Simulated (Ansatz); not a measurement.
One change: `C=C[SiH2][SiH2]O` becomes `O[SiH2][SiH2][GeH3]`.

Ansatz, PBE0-D4/def2-TZVP geometries, multiplicity 1. Each molecule was computed in one conformer, which needn't be the lowest.

Scalar relativity is left out up to krypton.

| property | `C=C[SiH2][SiH2]O` |
| --- | --- |
| LUMO energy (ωB97M-V/def2-TZVPP) / eV | 1.21 |
| HOMO–LUMO gap (PBE/def2-TZVPP) / eV | 4.84 |
| HOMO energy (PBE/def2-TZVPP) / eV | -6.41 |
| HOMO–LUMO gap (ωB97M-V/def2-TZVPP) / eV | 10.77 |
| HOMO energy (PBE0/def2-TZVPP) / eV | -7.49 |
| HOMO–LUMO gap (B3LYP/def2-TZVPP) / eV | 6.46 |

(1) Give the same properties after the change, and the shifts. (Best estimate.)

## Answers

(1) Computed: 
```
                               property  `O[SiH2][SiH2][GeH3]`  shift
  LUMO energy (ωB97M-V/def2-TZVPP) / eV                   1.10  -0.11
    HOMO–LUMO gap (PBE/def2-TZVPP) / eV                   5.33   0.49
      HOMO energy (PBE/def2-TZVPP) / eV                  -6.73  -0.32
HOMO–LUMO gap (ωB97M-V/def2-TZVPP) / eV                  10.88   0.11
     HOMO energy (PBE0/def2-TZVPP) / eV                  -7.80  -0.31
  HOMO–LUMO gap (B3LYP/def2-TZVPP) / eV                   6.83   0.37
```

With PBE0 the HOMO falls by 0.31 eV and the LUMO rises by 0.08 eV, so the gap widens by about 0.39 eV. PBE moves the HOMO by -0.32 eV and ωB97M-V by -0.22 eV.

B3LYP here is the variant with VWN-RPA as its local correlation; programs differ in this.
